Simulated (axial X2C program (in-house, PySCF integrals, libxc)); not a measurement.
## F or N: which binds elements of chip processing more strongly?

Computed with an in-house all-electron X2C program for linear molecules (integrals from PySCF), spin-free (one-electron X2C) or two-component (2c: spin–orbit coupling with atomic mean-field Coulomb and Gaunt terms, which also bring small scalar terms), in Dyall basis sets with cores contracted in-house; open shells are unrestricted.

Level PBE0, spin-free. Dyall triple-zeta sets: BF v3z/av3z; BN v3z/av3z; PF v3z/av3z; PN v3z/av3z; GaF cv3z/av3z; GaN cv3z/av3z; AsF cv3z/av3z; AsN cv3z/av3z; InF cv3z/av3z; InN cv3z/av3z; SnF cv3z/av3z; SnN cv3z/av3z; SbF cv3z/av3z; SbN cv3z/av3z.

Diatomic bonds are a first guide to the radicals met in plasma etching, cleaning and deposition, though surfaces and higher halides or oxides behave in their own way.

```
element M       state of MF  Re MF (Å)  D0 MF (eV)       state of MN  Re MN (Å)  D0 MN (eV)
        B    M_S = 0, Λ = 0      1.262        7.67    M_S = 1, Λ = 1      1.315        4.59
        P    M_S = 1, Λ = 0      1.606        4.59    M_S = 0, Λ = 0      1.485        5.78
       Ga    M_S = 0, Λ = 0      1.783        5.89    M_S = 1, Λ = 0      1.996        2.22
       As    M_S = 1, Λ = 0      1.741        4.15    M_S = 0, Λ = 0      1.597        4.54
       In    M_S = 0, Λ = 0      1.995        5.41    M_S = 1, Λ = 0      2.210        1.89
       Sn  M_S = 1/2, Λ = 1      1.949        4.83  M_S = 1/2, Λ = 1      1.956        2.53
       Sb    M_S = 1, Λ = 0      1.921        4.09    M_S = 0, Λ = 0      1.803        3.13
```

Work out the energy at 0 K of MF + N → MN + F for each element.

ΔE = D0(MF) − D0(MN) at PBE0, spin-free: B 3.08, P -1.19, Ga 3.67, As -0.39, In 3.52, Sn 2.30, Sb 0.96 eV (negative: the exchange gives off energy).

For which element is the exchange to N most and for which least favourable, and what is the energy of PF + GaN → PN + GaF?

P most (-1.19 eV), Ga least (3.67 eV; too close to rank against In). The atoms cancel in the double exchange: ΔE = -1.19 − (3.67) = -4.86 eV, a figure less sensitive to errors in the atoms than D0 itself.

Each entry is the lowest single determinant of a limited PBE0 search at one distance. D0 = De minus the zero-point energy; De goes to single-determinant-based atoms at the same level (for ions the charge split of lowest energy) and is withheld (n/a) where an atom does not fit its ground term or J level. Main or longest-lived isotopes. One determinant is a doubtful description, or other states lie close, for BN, GaN, AsF, InN, SnN, SbF; these need not be ground states, and all values refer to the states named. The functionals have no current term, which raises determinants with orbital currents. These D0 were not checked against measured values; triple-zeta sets, frozen cores and single determinants leave errors of some tenths of an eV, more for transition metals.
